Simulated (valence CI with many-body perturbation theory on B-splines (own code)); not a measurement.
## Pb42+: what the settings do

Computed by configuration interaction combined with many-body perturbation theory (CI+MBPT): four valence electrons over a frozen Dirac-Fock core [Kr], a basis of 6 s, 6 p, 5 d, 5 f, 1 g functions for each j, with the one-electron correlation potential Σ1, the two-electron term Σ2, the three-electron term Σ3, Breit, model QED; selected CI, second order for the rest, scaled by the run's own slope (own B-spline code, finite nucleus).

No measured spectrum was set against this ion. As an estimate, large intervals hold to a few tenths of a per cent, small ones and those within an open d or f shell to about a per cent. Only levels of the ground parity were solved; by the run's estimate the other parity begins above the list, which can be wrong where configurations are misplaced.

The reference run has the lowest level (4d3/2^4) J=0 and an ionisation energy of 2102.32 eV. Its largest variational space holds 8646 state functions.

Levels are named by their leading jj configuration (3d3/2^4 stands for four electrons in 3d with j = 3/2), which in mixed levels can hold well under half, so a name can repeat and another be missing. Letters in brackets count levels of one name in rising energy.

Changed runs:
A. scale of Σ1 1 → 0; scale of Σ2 1 → 0; three-electron term on → off
B. cutoff of virtual states (hartree) 13448 → 118000
C. averaging of valence orbitals over low configurations on → off
D. start configuration 4d4 → 4d5 (bad on purpose)

Excitation energies of the reference run in cm⁻¹, and shifts in cm⁻¹:

```csv
Level,Reference,A,B,C
(4d3/2^3 4d5/2) J=1,220949,-2213,+0.7,+28
(4d3/2^3 4d5/2) J=4,267732,+1848,+0.7,+21
(4d3/2^3 4d5/2) J=2,275148,+434,+0.7,+20
(4d3/2^3 4d5/2) J=3,287084,+2012,+0.7,+17
(4d3/2^2 4d5/2^2) J=0 [a],474715,-3510,+1.4,+35
(4d3/2^2 4d5/2^2) J=2 [a],476550,-2480,+1.4,+37
(4d3/2^2 4d5/2^2) J=4 [a],487508,-1259,+1.4,+45
(4d3/2^2 4d5/2^2) J=3 [a],491869,-718,+1.4,+44
(4d3/2^2 4d5/2^2) J=5,509180,+1571,+1.4,+45
(4d3/2^2 4d5/2^2) J=6,522572,+2771,+1.4,+46
(4d3/2^2 4d5/2^2) J=1,523452,-650,+1.4,+30
(4d3/2^2 4d5/2^2) J=3 [b],536121,+1773,+1.4,+31
Ionisation energy (eV),2102.32,-5.40,+0.00018,+0.01
```

Run D: It gave no result: the electrons of core and valence do not add up to the charge. The program said: "core and valence hold 41 electrons, the ion has 40".
